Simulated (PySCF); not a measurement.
C2H3F2NOSi, SMILES C[Si](F)(F)N=C=O. Atoms are numbered in the order given.

```xyz
10

C      1.5987    -1.5565     0.0000
Si    -0.0524    -0.7429     0.0000
F     -0.9147    -1.1834    -1.2910
F     -0.9147    -1.1834     1.2910
N      0.0590     0.9556     0.0000
C      0.0782     2.1564     0.0000
O      0.1107     3.3239     0.0000
H      2.1730    -1.2628     0.8923
H      1.4936    -2.6525     0.0000
H      2.1730    -1.2628    -0.8923
```

Coordinates come from a B3LYP-D3(BJ)/def2-SVP optimisation. The values are those of a single conformer.

All values below come from SMD-B3LYP/def2-SVP in PySCF.

Solvation free energies are E(SMD) − E(gas) at the gas-phase geometry, for 1 M in both phases. In vacuum the dipole moment is 2.51 D.

```tsv
solvent	ΔG(solv) (kcal/mol)	its non-electrostatic (CDS) part	dipole (D)
water	2.0	7.4	3.11
methanol	-0.7	4.5	3.09
ethanol	-1.2	3.9	3.06
```
